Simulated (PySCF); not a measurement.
An excited-state job on `O=C1OCC=C1[SiH2]Cl`.

Computed with TDDFT PBE0/def2-SVPD, vertical, gas phase, core orbitals frozen in the response (PySCF 2.14.0, density-fitted response routines). Geometry: GFN2-xTB. The input is one job of a driver script: a line of settings, then coordinates in Å.

Command:
```bash
OMP_NUM_THREADS=1 python probes_run.py task.json out
```

Input:
```
{"job": {"kind": "uv", "xc": "PBE0", "basis": "def2-SVPD", "nstates": 8, "ntriplets": 3}, "charge": 0, "multiplicity": 1}
O      0.387722     1.883301     1.510181
C     -0.237331     1.087187     0.867355
O     -1.590593     1.055533     0.826495
C     -2.021217     0.008835    -0.017064
C     -0.764193    -0.626887    -0.512579
C      0.290272     0.004758     0.006225
Si     2.142828    -0.242075    -0.169145
Cl     2.379611    -1.800933    -1.427351
H     -2.645097    -0.685164     0.558145
H     -2.628783     0.425696    -0.828744
H     -0.772231    -1.463451    -1.186043
H      2.715483    -0.590771     1.125790
H      2.739140     0.944458    -0.770992
```

Output:
```
coarse grid: 12864 points
cycle   1  E = -1054.2874997517  dE =  1.390e+00  |g| = 8.569e-01  |ddm| = 5.699e+00
cycle   2  E = -1053.8901259648  dE =  3.974e-01  |g| = 1.652e+00  |ddm| = 3.243e+00
cycle   3  E = -1054.4233255153  dE = -5.332e-01  |g| = 2.642e-01  |ddm| = 2.318e+00
cycle   4  E = -1054.4368521714  dE = -1.353e-02  |g| = 9.047e-02  |ddm| = 4.124e-01
cycle   5  E = -1054.4381810420  dE = -1.329e-03  |g| = 2.928e-02  |ddm| = 1.287e-01
cycle   6  E = -1054.4383798885  dE = -1.988e-04  |g| = 4.989e-03  |ddm| = 5.074e-02
cycle   7  E = -1054.4383852867  dE = -5.398e-06  |g| = 1.376e-03  |ddm| = 1.104e-02
final grid: 117784 points
cycle   8  E = -1054.5739461882  dE = -7.509e-06  |g| = 1.242e-02  |ddm| = 1.101e-01
cycle   9  E = -1054.5738818528  dE =  6.434e-05  |g| = 2.199e-02  |ddm| = 4.093e-02
cycle  10  E = -1054.5739755652  dE = -9.371e-05  |g| = 2.192e-03  |ddm| = 2.644e-02
cycle  11  E = -1054.5739764676  dE = -9.023e-07  |g| = 3.319e-04  |ddm| = 2.407e-03
cycle  12  E = -1054.5739764884  dE = -2.086e-08  |g| = 1.030e-04  |ddm| = 6.157e-04
cycle  13  E = -1054.5739764908  dE = -2.391e-09  |g| = 1.958e-05  |ddm| = 1.900e-04
cycle  14  E = -1054.5739764909  dE = -8.049e-11  |g| = 1.006e-05  |ddm| = 7.183e-05
converged SCF energy = -1054.5739764909

Static polarisability (au): isotropic 87.999, principal 63.510 95.014 105.473

Singlet excitations
state   eV       nm        f      main configurations
  1   4.8268    256.9   0.00025   H->L 0.96
  2   6.1128    202.8   0.19975   H-1->L 0.81
  3   6.3417    195.5   0.00110   H-3->L 0.93
  4   6.4416    192.5   0.03639   H-2->L 0.91
  5   6.8160    181.9   0.05302   H-4->L 0.88, H-1->L 0.09
  6   7.2154    171.8   0.00032   H->L+1 0.49, H->L+4 0.40
  7   7.2208    171.7   0.00032   H->L+4 0.47, H->L+1 0.42
  8   7.4133    167.2   0.00194   H-1->L+1 0.89

Triplet excitations (Tamm-Dancoff, eV): 3.9966 4.4484 5.2930
```

The SCF starts on a coarse grid where the log names one; the energy can jump when the final grid takes over, and dE then counts from the start density on the new grid. H and L stand for HOMO and LUMO; the number after each pair is its weight.

Give S1 in cm⁻¹ and kJ/mol.

4.8268 eV × 8065.54 = 38931 cm⁻¹; × 96.485 = 465.7 kJ/mol.

How does the lowest singlet excitation compare with the HOMO–LUMO gap?

HOMO -8.30 eV and LUMO -1.78 eV give a gap of 6.52 eV; S1 at 4.83 eV lies 1.69 eV below it.

Main results: HOMO -8.30 eV, LUMO -1.78 eV; lowest singlet 4.83 eV; lowest triplet 4.00 eV (Tamm–Dancoff); mean polarisability 88.0 au.

On one thread, Arm Neoverse V1 (aarch64), no GPU, shared host, this took 36 s wall and 0.85 GiB of memory at its peak.

One conformer stands for the species.
Labels such as C1 count atoms from 1, the log's own numbers from 0.
